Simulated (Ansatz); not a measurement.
`[SH][Ga]([SH])[Br]` and `SB(S)Br` differ in one element.

Ansatz, PBE0-D4/def2-TZVP geometries, multiplicity 1. Each molecule was computed in one conformer, which needn't be the lowest.

Scalar relativity is left out up to krypton.

```json
{"property": "LUMO energy (B3LYP/def2-TZVPP) / eV", "`[SH][Ga]([SH])[Br]`": "-1.69"}
{"property": "LUMO energy (ωB97M-V/def2-TZVPP) / eV", "`[SH][Ga]([SH])[Br]`": "0.49"}
{"property": "LUMO energy (PBE/def2-TZVPP) / eV", "`[SH][Ga]([SH])[Br]`": "-2.29"}
{"property": "HOMO energy (PBE0/def2-TZVPP) / eV", "`[SH][Ga]([SH])[Br]`": "-7.88"}
{"property": "HOMO energy (ωB97M-V/def2-TZVPP) / eV", "`[SH][Ga]([SH])[Br]`": "-10.04"}
{"property": "HOMO energy (B3LYP/def2-TZVPP) / eV", "`[SH][Ga]([SH])[Br]`": "-7.61"}
```

Problem. Give the same properties after the change, and the shifts. (Estimate.)

Solution. Ansatz gave: 
```json
{"property": "LUMO energy (B3LYP/def2-TZVPP) / eV", "`SB(S)Br`": "-1.28", "shift": "0.41"}
{"property": "LUMO energy (ωB97M-V/def2-TZVPP) / eV", "`SB(S)Br`": "0.89", "shift": "0.40"}
{"property": "LUMO energy (PBE/def2-TZVPP) / eV", "`SB(S)Br`": "-1.99", "shift": "0.30"}
{"property": "HOMO energy (PBE0/def2-TZVPP) / eV", "`SB(S)Br`": "-7.80", "shift": "0.08"}
{"property": "HOMO energy (ωB97M-V/def2-TZVPP) / eV", "`SB(S)Br`": "-9.92", "shift": "0.12"}
{"property": "HOMO energy (B3LYP/def2-TZVPP) / eV", "`SB(S)Br`": "-7.54", "shift": "0.07"}
```

With PBE0 the HOMO rises by 0.08 eV and the LUMO rises by 0.27 eV, so the gap widens by about 0.19 eV. PBE moves the HOMO by 0.05 eV and ωB97M-V by 0.12 eV.

B3LYP here is the variant with VWN-RPA as its local correlation; programs differ in this.

Spin–orbit coupling is left out; it splits and shifts lone-pair levels of the heavy atoms by tenths of an eV.
